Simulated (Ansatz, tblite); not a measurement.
Cost and result up the ladder for the cluster Au₂Cl₂ (the lowest singlet isomer of a short search) (4 atoms). Charge 0, multiplicity 1. Geometry: PBE0-D4/def2-SVP.

```xyz
4

Au   -0.485    0.824   -1.014
Au    0.485   -0.823    1.014
Cl    1.857   -0.119   -0.985
Cl   -1.857    0.119    0.985
```

Ansatz on 4 threads of Arm Neoverse V2 on a shared host; xTB runs through tblite on one thread. Times are rough, summed over both states, and most runs start from the orbitals of an earlier one. PBE-QIDH/def2-TZVP serves as the yardstick here, not as an exact answer. The other state is a triplet at its own geometry, which has other bonds, so the gap mixes isomer and spin.

In the def2 sets Au takes a core potential; there is no spin–orbit coupling. The xTB rows come from tblite. Correlated methods freeze 10 core orbitals; core or outer-core shells of Au are correlated, in sets that lack core-valence functions. At PBE0-D4/def2-TZVP a singlet of charge 0 lies 0.92 eV below the triplet, each at its own geometry. The structure comes from a short search, and lower isomers may exist.

Correlated methods converge slowly with the basis.

xTB has no spin-polarisation term.

| level | functions | triplet − singlet (eV) | difference from PBE-QIDH/def2-TZVP (eV) | remarks |
| --- | --- | --- | --- | --- |
| ωB97X-V/def2-TZVP | 154 | 1.44 | 0.22 | – |
| GFN2-xTB | 36 | 2.29 | 1.07 | – |
| r2SCAN0-D4/def2-TZVP | 154 | 0.88 | -0.35 | – |
| PBE0-D4/def2-TZVP | 154 | 0.92 | -0.30 | – |
| GFN1-xTB | 36 | 0.79 | -0.43 | – |
| r2SCAN-D4/def2-TZVP (with forces) | 154 | 0.44 | -0.78 | – |
| CAM-B3LYP-D4/def2-TZVP | 154 | 1.13 | -0.09 | – |
| B97M-V/def2-TZVP | 154 | 0.85 | -0.38 | – |
| PBE-D4/def2-TZVP | 154 | 0.47 | -0.76 | – |
| RPA@PBE/def2-TZVP | 154 | 0.75 | -0.47 | – |
| PBE-QIDH/def2-TZVP | 154 | 1.23 | 0.00 | test for broken spin undecided (singlet) |

(1) Estimate how long each takes.

## Answers

(1) GFN1-xTB 0.008 s; GFN2-xTB 0.008 s; PBE-D4/def2-TZVP 3.4 s; PBE0-D4/def2-TZVP 5.7 s; RPA@PBE/def2-TZVP 7.4 s; CAM-B3LYP-D4/def2-TZVP 8.7 s; r2SCAN-D4/def2-TZVP (with forces) 11 s; PBE-QIDH/def2-TZVP 11 s; r2SCAN0-D4/def2-TZVP 12 s; B97M-V/def2-TZVP 15 s; ωB97X-V/def2-TZVP 34 s. On shared hardware such times vary by a factor of up to 3.
